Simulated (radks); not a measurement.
Bi3-, configuration [Rn]. Method: scalar-relativistic Kohn-Sham, LB94 model potential, spin-polarised, spherical densities, finite nucleus; Fermi nuclear charge, rms radius 5.5211 fm; Watson sphere of charge +3 and radius 3.11 bohr; computed with a radial shooting solver on a logarithmic mesh with Libxc functionals. Some entries of the table are withheld. Estimate them.

| orbital | occ. | eigenvalue (hartree) | <r^2> (bohr^2) | r(max) (bohr) |
|---|---|---|---|---|
| 1s | 2 | -3340.863 | 0.0003454 | 0.009655 |
| 2s | 2 | -601.0822 | 0.005228 | 0.05614 |
| 2p | 6 | -514.6195 | 0.004469 | 0.04686 |
| 3s | 2 | -145.4635 | 0.03359 | 0.1584 |
| 3p | 6 | -120.7458 | 0.03487 | 0.1588 |
| 3d | 10 | -95.82150 | 0.02888 | 0.1293 |
| 4s | 2 | -33.47944 | 0.1607 | 0.3560 |
| 4p | 6 | -25.41374 | 0.1843 | 0.3763 |
| 4d | 10 | -16.14982 | 0.2057 | 0.3821 |
| 5s | 2 | -5.99324 | 0.7666 | 0.7665 |
| 4f | 14 | -5.93918 | 0.2299 | 0.3419 |
| 5p | 6 | -3.69572 | 1.008 | 0.8575 |
| 5d | 10 | -1.15843 | 1.765 | 1.034 |
| 6s | 2 | (1) | 5.499 | 1.862 |
| 6p | 6 | (2) | 10.60 | 2.577 |

Answer. 
(1) 6s eigenvalue (hartree): -0.70608
(2) 6p eigenvalue (hartree): -0.35291
